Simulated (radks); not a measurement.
Results of a calculation; reference values are marked as such.
Question: Radial electron density D(r) = 4 pi r^2 rho(r) of an atom or ion with 41 electrons. Code: a radial shooting solver on a logarithmic mesh with Libxc functionals. Model: non-relativistic Kohn-Sham, SCAN, spin-polarised, spherical densities, point nucleus; meta-GGA in the generalised Kohn-Sham scheme.

```
   r/bohr * D(r) (the largest magnitude, 68.8, reaches the edge; | marks zero)
 0.001142 |*
 0.001308 |*
 0.001487 |*
 0.001703 |*
 0.001936 | *
 0.002218 | *
 0.002521 |  *
 0.002888 |   *
 0.003309 |    *
 0.003761 |     *
 0.004309 |       *
 0.004897 |        *
  0.00561 |           *
 0.006377 |             *
 0.007306 |                *
  0.00837 |                   *
 0.009513 |                      *
   0.0109 |                          *
  0.01239 |                              *
  0.01419 |                                  *
  0.01613 |                                     *
  0.01848 |                                        *
  0.02117 |                                          *
  0.02406 |                                           *
  0.02757 |                                           *
  0.03133 |                                         *
   0.0359 |                                       *
   0.0408 |                                      *
  0.04674 |                                     *
  0.05355 |                                     *
  0.06086 |                                       *
  0.06973 |                                           *
  0.07925 |                                                *
   0.0908 |                                                    *
   0.1032 |                                                      *
   0.1182 |                                                     *
   0.1355 |                                                 *
    0.154 |                                            *
   0.1764 |                                      *
   0.2005 |                                   *
   0.2297 |                                    *
    0.261 |                                       *
   0.2991 |                                          *
   0.3426 |                                          *
   0.3894 |                                      *
   0.4461 |                              *
   0.5071 |                      *
   0.5809 |              *
   0.6603 |          *
   0.7564 |         *
   0.8667 |          *
    0.985 |          *
    1.128 |         *
    1.283 |       *
    1.469 |     *
     1.67 |   *
    1.913 | *
    2.192 |*
    2.491 |*
    2.854 *
    3.244 *
    3.717 *
    4.224 *
     4.84 *
```

What is the nuclear charge?

Answer: Z = 44. The innermost maximum, from 1s, lies near 1/Z = 0.0227 bohr (found: 0.0250), and its height grows with Z. The density is that of the ruthenium ion Ru3+ in [Kr] 4d5; the configuration itself is not fixed sharply by these data, and Z only to a few units. D(r) has 4 maxima, at r = 0.0250, 0.107, 0.321, 0.962 bohr, and minima at 0.0486, 0.210, 0.750 bohr, inside which lie 2.04, 11.21, 29.04 electrons.
